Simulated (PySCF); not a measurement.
**Spin states and ions at one geometry of [TaO2Cl2]−**

PySCF 2.14.0, RKS PBE0, Ta def2-SVP with ECP60, O def2-SVP, Cl def2-SVP; non-relativistic Hamiltonian with scalar-relativistic core potentials where named; density fitting; no spin-orbit coupling; singlets restricted, open shells unrestricted. The geometry is relaxed for charge -1, singlet, vacuum:

```xyz
5

Ta    0.0000    0.0000    0.1711
O     0.9943    0.9943    1.2147
O    -0.9943   -0.9943    1.2147
Cl    1.4071   -1.4071   -1.1612
Cl   -1.4071    1.4071   -1.1612
```

Energies count from the relaxed state; an electron taken off or put on is at rest in vacuum. Charges and spins are Mulliken's.

| state | energy (eV) | spin squared | charge on Ta1 (e) | spin on Ta1 (e) | dipole about the centre of mass (D) |
| --- | --- | --- | --- | --- | --- |
| charge -1, singlet, vacuum | 0.00 | 0.00 | 0.74 | 0.00 | 2.10 |
| charge 0, doublet, vacuum | 5.12 | 0.79 | 0.97 | -0.26 | 0.14 |

Task: What does the state charge -1, triplet, vacuum give?

Result: energy (eV) 4.62, spin squared 2.02, charge on Ta1 (e) 0.58, spin on Ta1 (e) 0.70, dipole about the centre of mass (D) 0.56.

With an electron taken off (doublet) the charges change, summed by element, by Ta +0.23 e, O +0.48 e, Cl +0.29 e. The vertical ionisation energy is 5.12 eV, against −ε(HOMO) = 3.11 eV of the relaxed state. The level lies 2.0 eV too high, as is usual for semilocal functionals and global hybrids, which keep a self-interaction error.

Open shells may have lower solutions than those found. The basis has no diffuse functions, which an anion needs.
